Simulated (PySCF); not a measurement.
Electronic structure of In (indium, neutral) at the UHF level

Configuration: [Kr] 4d10 5s2 5p1, 2P determinant. All numbers are calculated (PySCF 2.14, a scalar-relativistic core potential, in def2-SVP with the def2 core potential (28 electrons) (4s4p2d, 26 functions)).

```
Total energy                                                  : -189.206336 hartree
One-electron energy                                           : -334.8288 hartree
Hartree (Coulomb) energy                                      : 161.4391 hartree
Exchange energy                                               : -15.8166 hartree
⟨S²⟩                                                          : 0.7588
⟨L²⟩                                                          : 2.025
Sum of ⟨r⟩                                                    : 28.33 bohr
Sum of ⟨r²⟩                                                   : 56.95 bohr²
Traceless quadrupole moment −½Σ⟨3z² − r²⟩ along its main axis : -6.46 e·bohr²
Time after the integrals                                      : 0.09 s of wall time on 1 thread of Intel(R) Xeon(R) Platinum 8559C (shared host)
```

```tsv
shell	electrons	mean orbital energy (eV)	spread (eV)	rms radius, mean of both spins (bohr)
4s α	1	-146.22	0	0.912
4s β	1	-146.19	0	0.912
4p α	3	-98.676	0.121	0.995
4p β	3	-98.644	0.326	0.995
4d α	5	-27.489	0.266	1.27
4d β	5	-27.439	0.395	1.27
5s α	1	-11.519	0	2.93
5s β	1	-10.014	0	2.93
5p α	1	-5.433	0	4.00
```

Energies and moments cover only the electrons outside the core potential.
